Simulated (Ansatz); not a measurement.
Stepwise reaction of `[NH2][Sn]([OH])([OH])[Cl]` with hydrogen, as a gas-phase model of exchange steps in deposition or etching. ΔE in kJ/mol.

Calculated with Ansatz (gas phase, PBE0-D4/def2-TZVP geometries, no zero-point term in ΔE). CBS: MP2 limit from def2 TZ/QZ plus the TZ coupled-cluster correction, frozen cores. This one scheme is used for every species. Functionals use def2-TZVPP. B3LYP here is the variant with VWN-RPA as its local correlation; programs differ in this. Elements past krypton have def2 core potentials. For Sn outer-core shells are correlated without core-valence functions, which leaves a few kJ/mol of doubt a bond. Each species was taken in one conformer, which may not be the lowest.

| step | reaction | PBE-D4 | B3LYP-D4 | ωB97M-V | CCSD(T)/CBS |
| --- | --- | --- | --- | --- | --- |
| 2 | `[NH2][SnH]([OH])[Cl]` + H₂ → `[NH2][SnH2][Cl]` + H₂O | 7.9 | 8.0 | 5.2 | 9.5 |

(1) Give the row of step 1, `[NH2][Sn]([OH])([OH])[Cl]` + H₂ → `[NH2][SnH]([OH])[Cl]` + H₂O. (An estimate is asked.)

(2) By hand: ΔE of the 2 steps together at CCSD(T)/CBS.

Answers

(1) Ansatz gave: 
| step | reaction | PBE-D4 | B3LYP-D4 | ωB97M-V | CCSD(T)/CBS |
| --- | --- | --- | --- | --- | --- |
| 1 | `[NH2][Sn]([OH])([OH])[Cl]` + H₂ → `[NH2][SnH]([OH])[Cl]` + H₂O | 7.6 | 7.1 | 4.3 | 8.0 |

(2) (8.0) + (9.5) = 17.5 kJ/mol, or 8.8 kJ/mol a step.

In ΔE the steps differ by no more than 1.5 kJ/mol. All are uphill at CCSD(T)/CBS. PBE-D4 differs from CCSD(T)/CBS by -1.6 to -0.4 kJ/mol a step. Only this route is followed, and other bonds may react first. Isolated molecules leave out the surface, adducts and barriers. Largest T1 diagnostic: 0.013.
